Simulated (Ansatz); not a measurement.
Job for Ansatz (a program for electronic structure): U-CCSD(T)/cc-pVDZ on C2H7B (SMILES BCC), a point of a bond scan (R = 0.956 Å).

Ansatz 0.2 input:
```yaml
crystal:
  periodic: [false, false, false]
  atoms:
    - {symbol: B, position_ang: [-0.74511678, 1.00969072, 0.73932318]}
    - {symbol: H, position_ang: [-0.99345683, 1.21781590, 1.63831429]}
    - {symbol: H, position_ang: [-1.14246163, 1.71786546, -0.13812402]}
    - {symbol: C, position_ang: [0.20447514, -0.18371935, 0.45381740]}
    - {symbol: C, position_ang: [0.38209057, -0.63740051, -0.99729133]}
    - {symbol: H, position_ang: [-0.03169379, -1.02979159, 1.11034182]}
    - {symbol: H, position_ang: [1.16986677, 0.17617641, 0.85720004]}
    - {symbol: H, position_ang: [0.67431348, 0.19819760, -1.63621306]}
    - {symbol: H, position_ang: [-0.55096305, -1.03917752, -1.39764403]}
    - {symbol: H, position_ang: [1.14266970, -1.41485196, -1.09439513]}
basis:
  gaussian:
    orbitals: cc-pVDZ
correlation: {method: ccsd_t, electrons: outside_noble_gas}
scf: {omitted_lower_state_checks: [cluster_reference]}
magnetization: {spin_polarized: true, initial_magnetization: 0}
```

The head of its log:

```
WARN ansatz: RAYON_NUM_THREADS=1 ignored (pool sized by the plan → 1); use --threads N
Functional definition: HF
these checks for a lower state are left out or cut short: cluster_reference
integrals: 0.09 GiB planned
693 factors; integrals over basis functions are off by at most 9.0e-4 eV
mean field: 0.19 GiB planned
mean field evaluation 1: about -2839.8501 eV, gradient 1.8e1 eV
mean field evaluation 2: about -2839.9623 eV, gradient 1.8e1 eV
mean field evaluation 4: about -2841.8703 eV, gradient 1.9e0 eV
mean field evaluation 8: about -2841.8972 eV, gradient 7.1e-4 eV
mean field -2841.89716574 eV, -104.4377945339 hartree, gradient 5.8e-6 eV, S^2 0.000000; 0 other end points of the search recorded, 0 dependent functions left out
3 core orbitals not correlated
reference -2841.89716574 eV, -104.4377945339 hartree; 9, 9 occupied and 65, 65 virtual orbitals, 693 factors
```

What total energy does the run end on?

-104.8734 hartree (reference determinant -104.4378, T1 diagnostic 0.008).
